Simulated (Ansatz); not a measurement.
PS+, closed-shell singlet (lowest of 2S+1 = 1, 3, 5 at CCSD(T)/def2-TZVPP on PBE0 minima; our sources give no spin for the ground state, which may be another), most abundant isotopes (30.9738 and 31.9721 u). Constants from fifth-degree fits in 1/R to seven points on the lowest solution found; no spin–orbit coupling, no relativity up to Kr; ω_e x_e and α_e move by some per cent with the fit.

Frozen-core correlation. CBS(a, b) extrapolates the correlation energy as X⁻³ and adds the Hartree–Fock energy of set b.

The values were computed with Ansatz (Gaussian orbitals). Each number belongs to the level named beside it.

```json
[
 {"level": "PBE/def2-TZVPP", "r_e (Å)": "1.8420", "ω_e (cm⁻¹)": "838.6", "ω_e x_e (cm⁻¹)": "2.73", "α_e (cm⁻¹)": "0.00146"},
 {"level": "CCSD(T)/CBS(aug-cc-pV(Q+d)Z, aug-cc-pV(5+d)Z)", "r_e (Å)": "1.8301", "ω_e (cm⁻¹)": "850.0", "ω_e x_e (cm⁻¹)": "3.06", "α_e (cm⁻¹)": "0.00154"}
]
```

### Question
Derive the rotational constants, the centrifugal constant, the fundamental, the zero-point energy and the force constant.

### Answer

μ = 15.73250 u.
- PBE/def2-TZVPP: B_e = 16.8576/(μ r_e²) = 0.31581 cm⁻¹; B₀ = B_e − α_e/2 = 0.31508 cm⁻¹; D = 4B_e³/ω_e² = 1.79e-07 cm⁻¹; fundamental ω_e − 2ω_e x_e = 833 cm⁻¹; zero-point energy ω_e/2 − ω_e x_e/4 = 419 cm⁻¹; k = μ(2πcω_e)² = 652 N/m; the line J = 1 ← 0 at 2B₀ = 18.89 GHz
- CCSD(T)/CBS(aug-cc-pV(Q+d)Z, aug-cc-pV(5+d)Z): B_e = 16.8576/(μ r_e²) = 0.31992 cm⁻¹; B₀ = B_e − α_e/2 = 0.31915 cm⁻¹; D = 4B_e³/ω_e² = 1.81e-07 cm⁻¹; fundamental ω_e − 2ω_e x_e = 844 cm⁻¹; zero-point energy ω_e/2 − ω_e x_e/4 = 424 cm⁻¹; k = μ(2πcω_e)² = 670 N/m; the line J = 1 ← 0 at 2B₀ = 19.14 GHz

Doubts at one or more of the structures used: a restricted determinant that unrestricted orbitals would lower (CCSD(T)/CBS(aug-cc-pV(Q+d)Z, aug-cc-pV(5+d)Z)).

Ansatz is a program for electronic structure.
